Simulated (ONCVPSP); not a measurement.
# How hard is this niobium ONCV potential?

* Element: Nb
* Generator: ONCVPSP 4.0.1
* Type: optimised norm-conserving Vanderbilt (ONCV)
* Functional: PBEsol
* Relativity: non-relativistic
* Frozen core: [Ar] 3d10
* Valence charge: 13
* Reference configuration: 4s2 4p6 4d4 5s0.75 5p0.25
* Partial waves: 4s+5s: rc 1.55 bohr, ncon 4, nbas 7, qcut 6.6 1/bohr, 2 projectors; 4p+5p: rc 2.55 bohr, ncon 4, nbas 9, qcut 6.7 1/bohr, 2 projectors; 4d: rc 1.55 bohr, ncon 4, nbas 7, qcut 6.4 1/bohr, local
* Local potential: the d channel
* Core correction: polynomial model core, fcfact 0.65

Task: For each optimised wave give the share of its norm inside rc, the residual kinetic energy above qcut (Ha) and the cutoffs (Ha) for errors of 10, 1, 0.1 and 0.01 mHa per electron.

Result:

```tsv
wave	norm inside rc	residual KE	10 mHa	1 mHa	0.1 mHa	0.01 mHa
4s	0.825	1.7e-04	14.9	18.9	27.7	52.2
5s	0.036	4.6e-05	10.7	16.4	20.5	32.6
4p	0.981	9.4e-10	8.7	11.6	14.0	16.2
5p	0.050	2.1e-10	5.1	8.3	11.1	13.4
4d	0.331	2.4e-04	12.9	17.6	24.4	64.3
```

The occupied waves need 19 Ha and 28 Ha for 1 and 0.1 mHa. 2 of 4 tests not solved or not reliable.
